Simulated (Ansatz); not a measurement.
Start from `[SiH3]O[SiH2]Br` and change one atom or group to get `[SiH3]N[SiH2]O[SiH3]`.

Ansatz, PBE0-D4/def2-TZVP geometries, multiplicity 1. Each molecule was computed in one conformer, which needn't be the lowest.

Scalar relativity is left out up to krypton.

| property | `[SiH3]O[SiH2]Br` |
| --- | --- |
| HOMO–LUMO gap (PBE/def2-TZVPP) / eV | 6.07 |
| LUMO energy (B3LYP/def2-TZVPP) / eV | -0.39 |
| LUMO energy (PBE0/def2-TZVPP) / eV | -0.19 |
| size of the dipole moment (ωB97M-V/def2-TZVPP) / D | 1.06 |
| LUMO energy (ωB97M-V/def2-TZVPP) / eV | 1.52 |
| HOMO energy (PBE0/def2-TZVPP) / eV | -8.43 |

Q: What does the change do to each property? (Estimate.)

A: Ansatz gave: 
| property | `[SiH3]N[SiH2]O[SiH3]` | shift |
| --- | --- | --- |
| HOMO–LUMO gap (PBE/def2-TZVPP) / eV | 5.64 | -0.43 |
| LUMO energy (B3LYP/def2-TZVPP) / eV | -0.25 | 0.14 |
| LUMO energy (PBE0/def2-TZVPP) / eV | -0.04 | 0.15 |
| size of the dipole moment (ωB97M-V/def2-TZVPP) / D | 1.05 | -0.01 |
| LUMO energy (ωB97M-V/def2-TZVPP) / eV | 1.55 | 0.03 |
| HOMO energy (PBE0/def2-TZVPP) / eV | -7.88 | 0.55 |

With PBE0 the HOMO rises by 0.55 eV and the LUMO rises by 0.15 eV, so the gap narrows by about 0.40 eV. PBE moves the HOMO by 0.61 eV and ωB97M-V by 0.45 eV. Dipoles are sizes alone; their direction can turn.

B3LYP here is the variant with VWN-RPA as its local correlation; programs differ in this.

Spin–orbit coupling is left out; it splits and shifts lone-pair levels of the heavy atoms by tenths of an eV.
